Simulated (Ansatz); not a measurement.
The multiplicity is imposed and other spin states were not computed.

Method: frozen-core CCSD(T)/def2-TZVPP // TPSS-D3(BJ)/def2-SVP in Ansatz (an electronic-structure program).

Ansatz 0.2 input:
```yaml
crystal:
  periodic: [false, false, false]
  atoms:
    - { symbol: Cu, position_ang: [-0.114288, -0.210435, 0.061279] }
    - { symbol: N, position_ang: [-1.554424, -2.671132, 0.861943] }
    - { symbol: C, position_ang: [-0.964238, -1.69795, 0.539924] }
    - { symbol: H, position_ang: [-2.05482, -3.499449, 1.138223] }
    - { symbol: O, position_ang: [0.776547, 1.246963, -0.42154] }
    - { symbol: H, position_ang: [0.217289, 2.043823, -0.423419] }
basis:
  gaussian: { orbitals: def2-TZVPP }
correlation:
  method: ccsd_t
```

Output:

```
Functional definition: HF
1211 factors; integrals over basis functions are off by at most 7.4e-4 eV
mean field evaluation 1: about -49172.0013 eV, gradient 7.3e1 eV
mean field evaluation 2: about -49172.2110 eV, gradient 7.3e1 eV
mean field evaluation 4: about -49179.1220 eV, gradient 1.5e1 eV
mean field evaluation 8: about -49179.5107 eV, gradient 8.9e-1 eV
mean field evaluation 16: about -49179.5157 eV, gradient 2.1e-6 eV
mean field evaluation 32: about -49164.8073 eV, gradient 3.3e0 eV
mean field -49179.51574076 eV, -1807.3138683999 hartree, gradient 2.1e-6 eV, S^2 0.000000; 0 other end points of the search recorded, 0 dependent functions left out
8 core orbitals not correlated
reference -49179.51574076 eV, -1807.3138683999 hartree; 18, 18 occupied and 159, 159 virtual orbitals, 1211 factors
second order -41.13972658 eV of doubles, -0.00000000 eV of singles
cycle   1  -34.26226223 eV  change     6.9e0 eV  update   3.5e-1
cycle   2  -36.81944396 eV  change    -2.6e0 eV  update   3.7e-1
cycle   3  -37.43009319 eV  change   -6.1e-1 eV  update   8.3e-2
cycle   4  -37.52304768 eV  change   -9.3e-2 eV  update   4.5e-2
cycle   5  -37.44341526 eV  change    8.0e-2 eV  update   2.2e-2
cycle   6  -37.42665570 eV  change    1.7e-2 eV  update   7.2e-3
cycle   7  -37.43457378 eV  change   -7.9e-3 eV  update   4.9e-3
cycle   8  -37.43319865 eV  change    1.4e-3 eV  update   2.5e-3
cycle   9  -37.43024081 eV  change    3.0e-3 eV  update   1.1e-3
cycle  10  -37.43018316 eV  change    5.8e-5 eV  update   5.5e-4
cycle  11  -37.43213656 eV  change   -2.0e-3 eV  update   2.6e-4
cycle  12  -37.43186845 eV  change    2.7e-4 eV  update   1.9e-4
cycle  13  -37.43128708 eV  change    5.8e-4 eV  update   7.6e-5
cycle  14  -37.43153124 eV  change   -2.4e-4 eV  update   4.0e-5
cycle  15  -37.43155305 eV  change   -2.2e-5 eV  update   1.9e-5
cycle  16  -37.43147960 eV  change    7.3e-5 eV  update   8.7e-6
cycle  17  -37.43146921 eV  change    1.0e-5 eV  update   6.4e-6
perturbative correction -1.60614150 eV, -0.0590246114 hartree
Total energy: -49218.55335147 eV, -1808.7484741328 hartree
```

Cost: roughly 2.4 core-minutes.
